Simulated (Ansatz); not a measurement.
Consider the substitution at a C–Ga bond: `F[CH]([GaH2])[SiH2]Cl` + HI → `FC(I)[SiH2]Cl` + `[GaH3]`.

Program: Ansatz. Geometries: PBE0-D4/def2-TZVP. ΔE: electronic, gas phase. CCSD(T)/CBS adds triple-zeta CCSD(T) − MP2 to the extrapolated MP2 energy (def2 sets, frozen cores). Functionals use def2-TZVPP. B3LYP here is the variant with VWN-RPA as its local correlation; programs differ in this. def2 core potentials past Kr. For Ga, I outer-core shells are correlated without core-valence functions, which leaves a few kJ/mol of doubt a bond. Scalar relativity is left out up to krypton. One conformer a species, not always the lowest.

| level | ΔE (kcal/mol) | difference from CCSD(T)/CBS |
| --- | --- | --- |
| r2SCAN-D4 | 7.6 | -0.1 |
| B3LYP-D4 | 7.5 | -0.2 |
| ωB97X-V | 7.9 | 0.2 |
| PBE | 7.5 | -0.2 |
| r2SCAN | 7.6 | -0.1 |
| PBE0 | 8.2 | 0.5 |
| SCS-MP2/def2-TZVPP | 7.1 | -0.6 |
| HF/def2-QZVPP | 8.2 | 0.5 |
| HF/CBS(def2) | 8.1 | 0.4 |
| CCSD/CBS(def2) | 8.4 | 0.7 |
| CCSD(T)/CBS | 7.7 | 0 |

Largest T1 diagnostic among the species: 0.013.
